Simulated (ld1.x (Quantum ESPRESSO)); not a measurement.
# Reading a pseudo-wave (antimony (Sb))

Columns: radius, all-electron u(r) and pseudo u(r) of the 5s shell (level -12.83 eV) of antimony in the configuration [Kr] 4d10 5s2 5p3; PBE, scalar-relativistic, TM scheme, ld1.x (Quantum ESPRESSO) 7.5.

```
r (bohr)  all-electron  pseudo
   0.110       -0.1150  0.0349
   0.220        0.2312  0.0691
   0.330        0.1264  0.1019
   0.440       -0.1590  0.1330
   0.550       -0.3441  0.1627
   0.660       -0.3696  0.1923
   0.770       -0.2732  0.2243
   0.880       -0.1117  0.2623
   0.990        0.0702  0.3105
   1.100        0.2445  0.3723
   1.210        0.3966  0.4487
   1.320        0.5207  0.5344
   1.430        0.6162  0.6177
   1.540        0.6851  0.6851
   1.650        0.7306  0.7306
   1.760        0.7567  0.7567
   1.870        0.7666  0.7666
   1.980        0.7635  0.7635
   2.090        0.7503  0.7503
   2.200        0.7293  0.7293
   2.310        0.7025  0.7025
   2.420        0.6715  0.6715
   2.530        0.6378  0.6378
   2.640        0.6025  0.6025
   2.750        0.5664  0.5664
   2.860        0.5303  0.5303
```

(1) How many radial nodes do the two functions have?

(2) At about which radius was the pseudo-wave matched?

(3) Is the pseudo-wave norm-conserving?

## Answers

(1) The all-electron 5s function has n − l − 1 = 4 (the table is too coarse to show those close to the nucleus); the pseudo-wave has 0, since the states of the same l below it are removed with the core.

(2) 1.60 bohr, where the columns begin to agree (steps of 0.11 bohr).

(3) Yes: the TM scheme keeps the norm inside the radius equal to the all-electron one, which fixes the energy derivative of the logarithmic derivative at the level.
